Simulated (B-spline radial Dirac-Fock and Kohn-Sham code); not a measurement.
# O²⁺ 2p1/2: cross section and angular parameters

System: oxygen as O²⁺, [He] 2s2 2p2; threshold 49.92 eV (orbital energy of the model). Calculated with a radial atomic solver, using Dirac-Hartree-Slater photoionisation with a Latter tail; cross sections with all multipoles, angular parameters from the dipole term and its interference with E2.

For linearly polarised light dσ/dΩ = σ/(4π) [1 + β P₂(cos θ) + (δ + γ cos²θ) sin θ cos φ], with θ from the polarisation vector and φ the angle between the beam and the projection of the electron momentum on the plane normal to the polarisation.

```
hν (eV)    σ (kb)      β      γ      δ
     60       941  1.344  0.013  0.007
   72.9       625  1.454  0.039  0.008
   87.5       411  1.497  0.063  0.008
    100       296  1.506  0.081  0.009
    134       137  1.490  0.125  0.010
    136       132  1.488  0.128  0.010
    187      52.8  1.415  0.181  0.013
    283      15.4  1.271  0.255  0.020
    368      6.70  1.149  0.294  0.027
    537      1.98  0.959  0.337  0.040
    577      1.57  0.923  0.344  0.043
    637      1.13  0.876  0.355  0.048
    800     0.531  0.770  0.381  0.060
   1080     0.190  0.640  0.420  0.079
   1120     0.167  0.626  0.425  0.081
   1150     0.153  0.615  0.429  0.083
 1253.6     0.113  0.582  0.441  0.089
   1460    0.0658  0.526  0.465  0.101
   1500    0.0597  0.516  0.469  0.103
   1960    0.0225  0.425  0.516  0.128
   2000    0.0209  0.418  0.520  0.130
   2040    0.0194  0.412  0.523  0.132
   3210   0.00348  0.283  0.598  0.183
   3820   0.00178  0.243  0.633  0.206
 5414.7  0.000450  0.166  0.708  0.257
   6000  0.000299  0.145  0.730  0.273
   6120         ?      ?      ?      ?
 8047.8  9.18e-05  0.094  0.786  0.327
  10800  2.80e-05  0.069  0.857  0.386
  13200  1.24e-05  0.064  0.936  0.429
```

Q: Give the values at 6120 eV.

A: σ = 0.000276 kb, β = 0.141, γ = 0.734, δ = 0.277.
